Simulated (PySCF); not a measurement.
## Löwdin shares of the frontier orbitals

Species: AlEt2Me, C5H13Al.
Cartesian coordinates in Å at the PBE0-D3(BJ)/def2-SVP level; atoms count from 1:
```
atom  x, y, z in Å
Al1   -0.1845   -0.3681    0.0163
C2     1.7908   -0.3953    0.0029
C3     2.4103   -0.3348    1.4053
H4     2.1566    0.4598   -0.5947
H5     2.1475   -1.3013   -0.5193
H6     3.5134   -0.3356    1.3802
H7     2.1107    0.5758    1.9517
H8     2.1108   -1.1946    2.0285
C9    -1.1505    1.3551    0.0161
C10   -1.6691    1.7623   -1.3694
H11   -0.4923    2.1489    0.4130
H12   -2.0018    1.2923    0.7188
H13   -2.2202    2.7179   -1.3495
H14   -0.8504    1.8879   -2.0983
H15   -2.3583    1.0106   -1.7900
C16   -1.1903   -2.0553   -0.0100
H17   -1.3390   -2.3871   -1.0542
H18   -2.1934   -1.9722    0.4388
H19   -0.6529   -2.8730    0.4984
```

Method used: TDDFT CAM-B3LYP/def2-SVPD, vertical, gas phase, core orbitals frozen in the response (PySCF 2.14.0, density-fitted response routines).

Kohn–Sham orbitals with the atoms that hold most of them (Löwdin shares over 4%, at most four atoms; ? is withheld):

| orbital | ε (eV) | atoms |
| --- | --- | --- |
| LUMO+2 | 1.83 | C16 17%, Al1 9%, C3 8%, H11 8% |
| LUMO+1 | 0.54 | Al1 53%, C16 5%, C10 5% |
| LUMO | 0.31 | Al1 42%, C16 9%, C2 8%, C9 8% |
| HOMO | ? | ? |
| HOMO-1 | -8.67 | ? |
| HOMO-2 | -10.83 | C9 18%, C10 14%, C2 13%, C3 9% |
| HOMO-3 | -10.89 | C2 16%, C3 14%, C9 10%, C10 9% |

Which atoms hold the HOMO, and with what shares?

C2 (bonded to Al, C and 2 H) 25%; C9 (bonded to Al, C and 2 H) 24%; Al1 (bonded to 3 C) 17%; C10 (bonded to C and 3 H) 6%. By element: carbon 56% or more, aluminium 17%.

Give the leading atoms of the HOMO-1.

C16 (bonded to Al and 3 H) 30%; Al1 (bonded to 3 C) 18%; C9 (bonded to Al, C and 2 H) 13%; C2 (bonded to Al, C and 2 H) 12%. By element: carbon 55% or more, aluminium 18%.

What is the HOMO energy, and the HOMO–LUMO gap?

ε(HOMO) = -8.28 eV; the gap is 8.59 eV (0.3156 hartree).

The HOMO–LUMO gap is 8.59 eV. Where does the response calculation put the lowest singlet, and from which orbitals?

S1 is at 5.09 eV (f = 0.0009), 3.50 eV below the gap, made of HOMO→LUMO (96%). 

Give energy, strength and leading configuration of S1, S2, S3 and S4, and follow the Löwdin shares of the leading atoms from the occupied to the empty orbital.

- S1 (5.09 eV, f 0.0009), HOMO→LUMO (96%): C2 25% → 8%, C9 24% → 8%, Al1 17% → 42%, C16 at most 7% → 9%
- S2 (5.44 eV, f 0.0019), HOMO-1→LUMO (95%): C16 30% → 9%, Al1 18% → 42%
- S3 (6.15 eV, f 0.051), HOMO→LUMO+1 (92%): C2 25% → at most 4%, C9 24% → at most 4%, Al1 17% → 53%, C16 at most 7% → 5%
- S4 (6.47 eV, f 0.080), HOMO-1→LUMO+1 (90%): C16 30% → 5%, Al1 18% → 53%

Orbitals of the list HOMO-3 to LUMO+2 that lie within 0.01 eV of each other are written together with a slash and their weights summed (≥ marks a lower bound); for degenerate orbitals outside that list single weights are arbitrary.

Löwdin shares depend on the basis, the more so with diffuse functions.

On one thread, Arm Neoverse V2 (aarch64), shared host, this took 75 s wall (with the writing of density and orbital grids) and 1.0 GiB of memory at its peak.

One conformer stands for the species.
